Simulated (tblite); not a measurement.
Compound: C7H8FO (doublet state).
Numbering: `[CH2:1][C:2](=[O:3])/[C:4]([F:5])=[CH:6]\[CH:7]=[CH:8]/[CH3:9]` (hydrogens: H10, H11 on C1; H12 on C6; H13 on C7; H14 on C8; H15, H16, H17 on C9)

Cartesian coordinates in Å at the GFN2-xTB level; atoms count from 1:
```
atom  x, y, z in Å
C1     3.632    0.532    0.194
C2     2.349    0.002   -0.067
O3     2.167   -0.987   -0.793
C4     1.216    0.698    0.581
F5     1.565    1.764    1.348
C6    -0.104    0.421    0.515
C7    -0.683   -0.651   -0.232
C8    -1.997   -0.927   -0.297
C9    -3.115   -0.208    0.368
H10    4.488    0.059   -0.254
H11    3.781    1.388    0.825
H12   -0.756    1.074    1.080
H13    0.015   -1.270   -0.775
H14   -2.306   -1.771   -0.901
H15   -3.814    0.157   -0.385
H16   -2.779    0.630    0.969
H17   -3.665   -0.900    1.007
```

Structure optimised with GFN2-xTB, isolated species. This method treats the open shell by occupation alone, without spin polarisation.

Take the most abundant isotopes and a rigid rotor. The values belong to one conformer with, in the numbering `[CH2:1][C:2](=[O:3])/[C:4]([F:5])=[CH:6]\[CH:7]=[CH:8]/[CH3:9]`, H–C1–C2–O3 0° and 180°, C1–C2–C4–F5 0°, C4–C6–C7–C8 180°.

(1) Give the principal moments of inertia and the rotational constants in MHz.

(2) Classify the top.

(3) What does the inertial defect say?

(4) Give the other two planar moments, Paa and Pbb, and the rms extents of the mass along the axes.

(5) List the rotational levels J(Ka,Kc) to J = 2 (K).

(6) Estimate the classical rotational partition function at 10 K, 25 K and 298.15 K.

Results:

(1) Ia = 147.87, Ib = 584.60, Ic = 729.37 u·Å²; 505379 MHz·u·Å²/I gives A = 3418, B = 864.5, C = 692.9 MHz.

(2) An asymmetric top. Ray's parameter κ = (2B − A − C)/(A − C) = -0.874; −1 is the prolate and +1 the oblate limit.

(3) Not planar: Δ = Ic − Ia − Ib = -3.10 u·Å². For a rigid frame Δ = −2 Σ m c², so Σ m c² = 1.55 u·Å² lies off the ab plane, practically all of it from hydrogen. The atom farthest from that plane is 0.88 Å away.

(4) Paa = Σ m a² = (Ib + Ic − Ia)/2 = 583.05 and Pbb = Σ m b² = (Ia + Ic − Ib)/2 = 146.32 u·Å². With the mass M = 127.06 u, the rms extents √(P/M) along a, b and c are 2.14, 1.07, 0.11 Å.

(5) Above 0(0,0), as E/k:
J = 1: 1(0,1) 0.075, 1(1,1) 0.197, 1(1,0) 0.206
J = 2: 2(0,2) 0.224, 2(1,2) 0.339, 2(1,1) 0.363, 2(2,1) 0.731, 2(2,0) 0.731
Those of J = 1 are B + C, A + C and A + B.

(6) Point group Cs, symmetry number σ = 1; q = (√π/σ)·√((kT/h)³/(ABC)), k/h = 20836.6 MHz/K: 3730 at 10 K, 14700 at 25 K, 607000 at 298.15 K.

For this open shell read J as N, the rotation without spin; fine and hyperfine splittings come on top. Its GFN2-xTB frequencies are all real (lowest 38 cm⁻¹). Zero-point vibration and centrifugal distortion are left out.

These are computed values.
